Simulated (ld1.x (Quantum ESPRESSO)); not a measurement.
**Transferability test, ultrasoft potential for rhenium (Re)**

```json
{"Element": "Re", "Generator": "ld1.x (Quantum ESPRESSO) 7.5", "Type": "ultrasoft", "Functional": "PBE", "Relativity": "non-relativistic", "Frozen core": "[Xe] 4f14", "Valence charge": "7", "Reference configuration": "5d5 6s2 6p0", "Partial waves": "6s (bound): rcut 2.00, rcutus 2.65 bohr; 6s channel at 0.75 Ry: rcut 2.00, rcutus 2.65 bohr; 6p (bound, empty): rcut 2.90, rcutus 3.30 bohr; 6p channel at 4 Ry: rcut 2.90, rcutus 3.30 bohr; 5d (bound): rcut 2.30, rcutus 2.75 bohr; 5d channel at 3.5 Ry: rcut 2.30, rcutus 2.75 bohr", "Local potential": "all-electron potential smoothed inside 2.30 bohr (lloc = -1)", "Core correction": "a·sin(br)/r model core, default radius (core density twice the valence density)", "Augmentation charge": "built from norm-conserving waves at rcut, not smoothed further"}
```

Energies are relative to the spin-unpolarised reference configuration 5d5 6s2 6p0; without spin polarisation the order of configurations can differ from experiment. Not all tests gave a result: 1 of 7 tests not solved or not reliable. Left out of the table: 5d4 6s2 6p1 (solver errors, printed error -3.5 eV).

```tsv
valence configuration	charge	ΔE all-electron (eV)	error AE − PS (meV)
5d5 6s1 6p0	+1	7.883	-7.2
5d4 6s0 6p0	+3	50.142	-641
5d5 6s1 6p1	0	3.508	-5.5
5d6 6s1 6p0	0	-1.340	-156
5d5.5 6s1.5 6p0	0	-0.821	-42
```

Problem. What are ΔE and the potential's error for 5d5 6s0 6p0?

Solution. ΔE = 22.218 eV all-electron; the error (AE − PS) is -54 meV.

Levels in the configuration 5d5 6s0 6p0:

```tsv
level	all-electron (eV)	pseudo (eV)
5d	-22.082	-22.291
```

A Bessel basis up to 400 Ry misses an occupied level by 0.55 Ry, so cutoffs were not judged. Note: ghost state, extra bound levels that the all-electron valence spectrum of the same l lacks: s at -6.3 eV (other channels not judged).
